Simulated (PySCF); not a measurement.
A structure optimised at PBE0-D3(BJ)/def2-TZVP, used in a PySCF frequency run:

```xyz
7

Al     0.0072    -0.3463    -0.6244
H     -1.3340    -0.4829    -1.4682
H      1.3482    -0.9661    -1.2130
C     -0.0072     0.5910     1.0858
H     -0.0713     1.6726     0.9156
H      0.8894     0.4087     1.6823
H     -0.8824     0.3235     1.6855
```

Write its SMILES and formula.

[CH3][AlH2], CH5Al

What are its rotational constants (standard atomic weights)?

73.143, 10.915, 10.083 GHz
